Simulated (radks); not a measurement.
Values are calculated unless marked as measured or tabulated.
Question: Code: a radial shooting solver on a logarithmic mesh with Libxc functionals. Model: scalar-relativistic Kohn-Sham, LDA (Slater exchange, Perdew-Wang correlation), spin-unpolarised, spherical densities, finite nucleus; Fermi nuclear charge, rms radius of each element as measured or else 0.836 A^(1/3) + 0.57 fm. Response by self-consistent Sternheimer equations with the Hartree and adiabatic LDA kernel, the relativistic mass of each level held fixed and spin-orbit coupling left out. Rank Rb+, Tc7+, Nb5+, Sr2+, Zr4+, Ru8+, Mo6+, Kr (NIST ground configurations) by static dipole polarisability, largest first.

Answer: Kr 18.08, Rb+ 9.461, Sr2+ 5.933, Zr4+ 2.987, Nb5+ 2.273, Mo6+ 1.783, Tc7+ 1.431, Ru8+ 1.170 bohr^3.
